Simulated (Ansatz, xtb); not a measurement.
Redistribution: C3H9N + SiH3(CH3) → C3H10Si + CH5N

Species: C3H9N (isopropylamine) `CC(C)N`, singlet; SiH3(CH3) (methylsilane), singlet; C3H10Si `CC(C)[SiH3]`, singlet; CH5N (methylamine) `CN`, singlet. The partners trade NH2 for SiH3; both sit on C, so the bond types are kept.

Shapes, held fixed at every level: PBE0-D4/def2-TZVP. Flexible molecules stand in one conformer, not always the lowest. Programs: Ansatz 0.2.0, xtb 6.7.1, xtb 6.7.1 later snapshot. The zero-point and thermal change to 298 K, harmonic and unscaled (PBE0-D4/def2-TZVP), is +2.1 kJ/mol.

| level | kind | ΔH(298 K) (kJ/mol) | less CCSD(T)/CBS estimate |
| --- | --- | --- | --- |
| GFN0-xTB | semi-empirical | +45.4 | +8.6 |
| PBE-D4/def2-TZVPP | GGA | +33.5 | -3.3 |
| r2SCAN-D4/def2-TZVPP | meta-GGA | +38.6 | +1.8 |
| B3LYP-D4/def2-TZVPP | global hybrid | +34.1 | -2.7 |
| BHLYP-D4/def2-TZVPP | global hybrid | +35.3 | -1.5 |
| B2PLYP/def2-TZVPP | double hybrid | +37.5 | +0.7 |
| MP2/def2-TZVPP | perturbation theory | +37.1 | +0.3 |
| CCSD(T)/def2-SVP | coupled cluster or CI | +36.0 | -0.8 |
| CCSD(T)/CBS estimate | coupled cluster or CI | +36.8 | 0.0 |

The highest level, CCSD(T)/CBS estimate, gives ΔH(298 K) = +36.8 kJ/mol; the levels span +33.5 to +45.4. The column of differences is taken from that level and isn't an error. No measured value is set beside it here. The CBS estimate extrapolates MP2 from def2-TZVPP and def2-QZVPP and adds CCSD(T) − MP2 in the triple-zeta set, cores frozen.
